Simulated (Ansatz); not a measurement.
`S[SiH](S)Cl`, 7 atoms. Charge 0, multiplicity 1. All runs use 2 threads of an Arm Neoverse V1 on a shared host. Correlated methods freeze the cores.

Question: How many basis functions does each run have, and how long does it take in Ansatz? RHF-CCSD(T)/def2-TZVPP energy; RHF-MP2/def2-QZVPP energy; RKS PBE0-D4/def2-QZVPP energy; RKS PBE0-D4/def2-SVP energy; RKS ωB97M-V/def2-SVP energy; RKS PBE0-D4/def2-TZVP relaxation (16 steps); RHF-CCSD(T)/def2-SVP energy; RKS ωB97M-V/def2-QZVPP energy; RKS r2SCAN-D4/def2-TZVPP energy and forces; direct RPA on PBE orbitals/def2-TZVPP energy; RKS r2SCANh-D4/def2-TZVPP energy; RKS PBE-QIDH (frozen core)/def2-TZVPP energy. (An estimate is asked.)

Answer: The calculation gave: Other jobs shared the machine, so times are rough.

| level | job | functions | wall time | peak host memory (GiB) |
| --- | --- | --- | --- | --- |
| RKS PBE0-D4/def2-SVP | energy | 87 | 1.7 s | 0.4 |
| RHF-CCSD(T)/def2-SVP | energy | 87 | 2.8 s | 0.4 |
| RKS ωB97M-V/def2-SVP | energy | 87 | 7.5 s | 0.4 |
| direct RPA on PBE orbitals/def2-TZVPP | energy | 210 | 7.5 s | 0.4 |
| RKS PBE-QIDH (frozen core)/def2-TZVPP | energy | 210 | 8.5 s | 0.46 |
| RKS r2SCAN-D4/def2-TZVPP | energy and forces | 210 | 9 s | 0.3 |
| RKS r2SCANh-D4/def2-TZVPP | energy | 210 | 10 s | 0.57 |
| RKS PBE0-D4/def2-QZVPP | energy | 370 | 19 s | 1.2 |
| RHF-MP2/def2-QZVPP | energy | 370 | 23 s | 1.5 |
| RKS ωB97M-V/def2-QZVPP | energy | 370 | 38 s | 1.4 |
| RKS PBE0-D4/def2-TZVP | relaxation (16 steps) | 166 | 84 s | 0.44 |
| RHF-CCSD(T)/def2-TZVPP | energy | 210 | 92 s | 2.5 |
